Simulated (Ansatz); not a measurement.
## Nudged elastic band run: C3H5B

The input (input.yaml):

```yaml
crystal:
  periodic: [false, false, false]
  atoms:
    - { symbol: B, position_ang: [-0.678405, 1.812946, -1.456056] }
    - { symbol: C, position_ang: [-0.023538, 0.927831, -0.639041] }
    - { symbol: C, position_ang: [0.611795, 0.060709, 0.162023] }
    - { symbol: C, position_ang: [0.013575, -1.160275, 0.78919] }
    - { symbol: H, position_ang: [-1.246589, 2.583962, -2.166032] }
    - { symbol: H, position_ang: [1.68433, 0.23312, 0.407813] }
    - { symbol: H, position_ang: [0.592293, -2.065148, 0.499289] }
    - { symbol: H, position_ang: [-1.046521, -1.294582, 0.505409] }
    - { symbol: H, position_ang: [0.09307, -1.098563, 1.897405] }
basis:
  gaussian: { orbitals: def2-SVP }
hamiltonian:
  xc: pbe
  dispersion: d4
neb:
  order_check: false
  images: 3
  f_tol: 0.03
  max_iterations: 60
  climbing: false
  final_atoms:
    - { symbol: B, position_ang: [-0.66762009, 1.96876677, -1.24388494] }
    - { symbol: C, position_ang: [-0.02890618, 0.88827047, -0.69231245] }
    - { symbol: C, position_ang: [0.59348721, -0.16792311, -0.1497517] }
    - { symbol: C, position_ang: [0.0167863, -1.10501031, 0.86581379] }
    - { symbol: H, position_ang: [-1.21989329, 2.90990397, -1.72440458] }
    - { symbol: H, position_ang: [1.63826617, -0.40011355, -0.45745013] }
    - { symbol: H, position_ang: [0.64251185, -1.1027552, 1.78594536] }
    - { symbol: H, position_ang: [0.04925687, -2.15029468, 0.4863487] }
    - { symbol: H, position_ang: [-1.02387885, -0.84084436, 1.12969593] }
  initial_path:
    images:
      - { positions_ang: [[-0.678405, 1.812946, -1.456056], [-0.023538, 0.927831, -0.639041], [0.611795, 0.060709, 0.162023], [0.013575, -1.160275, 0.78919], [-1.246589, 2.583962, -2.166032], [1.68433, 0.23312, 0.407813], [0.592293, -2.065148, 0.499289], [-1.046521, -1.294582, 0.505409], [0.09307, -1.098563, 1.897405]] }
      - { positions_ang: [[-0.68788998, 1.84984613, -1.36786129], [-0.01573494, 0.91219493, -0.6463352], [0.62936332, -0.00479928, 0.06280803], [0.01348988, -1.14453948, 0.79659288], [-1.25576102, 2.65573902, -1.98914845], [1.70823702, 0.04623725, 0.14914644], [0.6875353, -1.91292412, 0.87420079], [-0.85515733, -1.51964159, 0.36115456], [-0.22407225, -0.88211286, 1.75944224]] }
      - { positions_ang: [[-0.69737496, 1.88674625, -1.27966657], [-0.00793188, 0.89655886, -0.65362939], [0.64693164, -0.07030757, -0.03640694], [0.01340476, -1.12880396, 0.80399576], [-1.26493304, 2.72751604, -1.81226491], [1.73214404, -0.14064549, -0.10952013], [0.7827776, -1.76070023, 1.24911258], [-0.66379366, -1.74470119, 0.21690012], [-0.5412145, -0.66566272, 1.62147948]] }
      - { positions_ang: [[-0.68249753, 1.92775651, -1.26177576], [-0.01841903, 0.89241466, -0.67297092], [0.62020942, -0.11911534, -0.09307932], [0.01509553, -1.11690713, 0.83490478], [-1.24241316, 2.81871001, -1.76833474], [1.68520511, -0.27037952, -0.28348513], [0.71264473, -1.43172771, 1.51752897], [-0.30726839, -1.94749793, 0.35162441], [-0.78254667, -0.75325354, 1.3755877]] }
      - { positions_ang: [[-0.66762009, 1.96876677, -1.24388494], [-0.02890618, 0.88827047, -0.69231245], [0.59348721, -0.16792311, -0.1497517], [0.0167863, -1.10501031, 0.86581379], [-1.21989329, 2.90990397, -1.72440458], [1.63826617, -0.40011355, -0.45745013], [0.64251185, -1.1027552, 1.78594536], [0.04925687, -2.15029468, 0.4863487], [-1.02387885, -0.84084436, 1.12969593]] }
```

Command:

```bash
$ ansatz run input.yaml --threads 1 --pin off --max-ram 2048MiB --backend cpu --events-out ev --progress --plain --runs-dir out
```

Output, in part (warnings, iteration lines, the closing report on the highest movable image, with atoms numbered from 0):

```
NEB end point (image 0): max|allowed force component| = 3.285e-3 eV/Å (the criterion of neb.relax_end_points is 1.000e-2)
NEB end point (image 4): max|allowed force component| = 4.943e-3 eV/Å (the criterion of neb.relax_end_points is 1.000e-2)
NEB iter   1: max|band force component| = 3.241e0 eV/Å  barrier→ = 0.5021 eV  barrier← = 0.5021 eV  Δτ_max = 0.0810 Å  (137 SCF iters)
NEB iter   2: max|band force component| = 7.579e-1 eV/Å  barrier→ = 0.0711 eV  barrier← = 0.0711 eV  Δτ_max = 0.0773 Å  (92 SCF iters)
NEB iter   3: max|band force component| = 6.237e-1 eV/Å  barrier→ = 0.0713 eV  barrier← = 0.0713 eV  Δτ_max = 0.0726 Å  (94 SCF iters)
NEB iter   4: max|band force component| = 2.418e-1 eV/Å  barrier→ = 0.0643 eV  barrier← = 0.0644 eV  Δτ_max = 0.0197 Å  (89 SCF iters)
NEB iter   5: max|band force component| = 3.701e-2 eV/Å  barrier→ = 0.0634 eV  barrier← = 0.0635 eV  Δτ_max = 0.0019 Å  (97 SCF iters)
NEB iter   6: max|band force component| = 2.162e-2 eV/Å  barrier→ = 0.0634 eV  barrier← = 0.0634 eV  Δτ_max = 0.0000 Å  (157 SCF iters)
Total energy: -3857.72073887 eV, -141.7686222965 hartree
Atom 0 at    -0.700534     1.901768    -1.298067 Å, force     0.014205     0.003471    -0.004040 eV/Å
Atom 1 at    -0.009380     0.906902    -0.656130 Å, force    -0.015905    -0.000476     0.006138 eV/Å
Atom 2 at     0.659589    -0.068760    -0.024797 Å, force    -0.002254    -0.016786     0.009063 eV/Å
Atom 3 at     0.034216    -1.142548     0.825246 Å, force     0.012393     0.010628    -0.003801 eV/Å
Atom 4 at    -1.293355     2.770476    -1.859793 Å, force    -0.001765    -0.000757     0.000580 eV/Å
Atom 5 at     1.767504    -0.113247    -0.120847 Å, force    -0.001153     0.005326    -0.005995 eV/Å
Atom 6 at     0.785100    -1.830839     1.257666 Å, force    -0.001337     0.001378     0.000033 eV/Å
Atom 7 at    -0.689302    -1.735087     0.225998 Å, force    -0.000893    -0.001553     0.000079 eV/Å
Atom 8 at    -0.553828    -0.688666     1.650723 Å, force    -0.003292    -0.001231    -0.002056 eV/Å
Dipole moment:     0.058048    -0.256007     0.177474 e Å
```

The run converged. No image climbed, so the highest image needn't sit at the top of the path. So few images can step over the top or miss a turn of the path.

Final band (atoms are numbered from 1 in the order of the input):

```tsv
image	path coordinate (Å)	energy (eV)	dihedral C2–C3–C4–H8 (°)
0	0.00	0.000	1
1	0.78	0.030	29
2	1.56	0.063	59
3	2.33	0.027	91
4	3.11	0.000	123
```

Run time: 41 s on 1 CPU thread of a shared host.
